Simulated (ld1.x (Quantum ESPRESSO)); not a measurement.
## Ranking TM potentials for nickel (Ni)

All share these settings but for the change named:

| Property | Result |
| --- | --- |
| Element | nickel |
| Generator | ld1.x (Quantum ESPRESSO) 7.5 |
| Type | norm-conserving Troullier–Martins (Kleinman–Bylander form) |
| Functional | LDA (PZ) |
| Relativity | scalar-relativistic |
| Frozen core | [Ne] |
| Valence charge | 18 |
| Reference configuration | 3s2 3p6 3d7 4s0 4p0 (charge +3) |
| Partial waves | 3p (bound): rc 0.75 bohr; 3d (bound): rc 0.85 bohr; 3s (bound): rc 1.00 bohr |
| Local potential | the s channel |
| Core correction | none |

Test errors are all-electron minus pseudo excitation energies from the reference, over 3s2 3p6 3d8 4s2 4p0; 3s2 3p6 3d8 4s1 4p0; 3s2 3p6 3d8 4s0 4p0; 3s2 3p6 3d9 4s0 4p0; 3s2 3p6 3d7 4s2 4p1; 3s2 3p6 3d8 4s0 4p2; 3s2 3p6 3d8.5 4s1.5 4p0. None of these files shows a bound ghost.

Of 12 variants that were run, those that failed, showed a ghost or another fault, or gave nearly equal values are left out.

(1) Rank these variants by their largest absolute test error, smallest first.
A. wave 3s (bound): rc 1.00 bohr becomes 3s (bound): rc 0.70 bohr
B. type ultrasoft; waves now 3s (bound): rcut 0.95, rcutus 1.00 bohr; 4s (bound): rcut 0.95, rcutus 1.00 bohr; 3p (bound): rc 0.75 bohr; 4p (bound): rc 0.75 bohr; 3d (bound): rcut 0.75, rcutus 0.85 bohr; 3d channel at -3 Ry: rcut 0.75, rcutus 0.85 bohr; local potential all-electron potential smoothed inside 0.90 bohr (lloc = -1); augmentation PSQ, radius 0.80 bohr
C. wave 3d (bound): rc 0.85 bohr becomes 3d (bound): rc 1.30 bohr

Results:

(1) B (4.6 meV), A (151.5 meV), C (1014.7 meV).
